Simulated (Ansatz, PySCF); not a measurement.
O3S, charge -1, doublet, at a GFN2-xTB geometry (a state made from the parent by changing its charge; the spin is typed, not shown lowest) (in this run its highest filled SCF level lies above zero, so its values depend strongly on the basis, on diffuse functions most of all). Base run: R2SCAN/cc-pVDZ run with PySCF.

Geometry (Å):
```xyz
4

O     -0.6944    -1.2494    -0.2122
S     -0.0092    -0.0046     0.2435
O     -0.7282     1.2370    -0.1668
O      1.4409     0.0215    -0.1079
```
Charge -1, spin multiplicity 2.
Orbitals are unrestricted.
All else is at PySCF's defaults.

The same geometry, method and basis name were run in Ansatz (a first-principles code) and PySCF, at each program's defaults and at the settings that a row names. The base is PySCF at its defaults. Differences at the defaults can come from grids, fitting, cores and function types together.

| code and settings | ΔE vs base (µEh) | basis functions | E (Eh) | SCF cycles |
|---|---|---|---|---|
| PySCF, defaults (exact integrals, its default grid, spherical functions) | 0.0 | 60 | -623.71292 | 11 |
| Ansatz, defaults (factorised integrals, its default grid, spherical functions) | 0.9 | 60 | -623.71292 | - |
| PySCF, density fitting with def2-universal-jkfit | -55.8 | 60 | -623.71298 | 11 |
| PySCF, fine grid | 9.3 | 60 | -623.71291 | 11 |
| Ansatz, high accuracy | 4.1 | 60 | -623.71292 | - |

Open shells are given as the SCF converged; they aren't shown to be the lowest states, and a large step between rows can be another state.
